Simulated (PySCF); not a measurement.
Adding and removing an electron: InPb

UHF-SCS-MP2; In def2-SVP with ECP28, Pb def2-SVP with ECP60; scalar-relativistic core potentials (PySCF 2.14). Neutral (UHF): quartet (σ ↑, π ↑↑), Re = 2.916 Å, ωe = 131 cm⁻¹, De = 1.51 eV.

InPb⁺ (UHF): triplet (σ ↑, π ↑), Re = 3.391 Å, ωe = 68.8 cm⁻¹. The energies at the minima are -381.19937 hartree for InPb and -380.97387 for InPb⁺.

(1) Work out the adiabatic ionisation energy, without and with harmonic zero-point energies (1 hartree = 27.2114 eV, 1 eV = 8065.5 cm⁻¹), and the change of the bond length.

Correlated steps freeze 8 core orbitals. Correlated levels converge slowly with the basis: in double zeta they bind strong bonds too weakly, by up to about 1 eV, and carry superposition errors of some tenths. Spin–orbit coupling is left out, which matters for elements this heavy, above all for dissociation energies. States were picked by a PBE0 search and need not be the measured ground states.

## Answers

(1) At UHF-SCS-MP2: 0.22550 hartree = 6.136 eV between the minima; the zero-point term (68.8 − 131.0)/2 cm⁻¹ = -0.004 eV makes it 6.132 eV. Re changes by +47.5 pm against the neutral. The electron leaves a π orbital, and the ion is left as a loose complex of an ion and an atom.
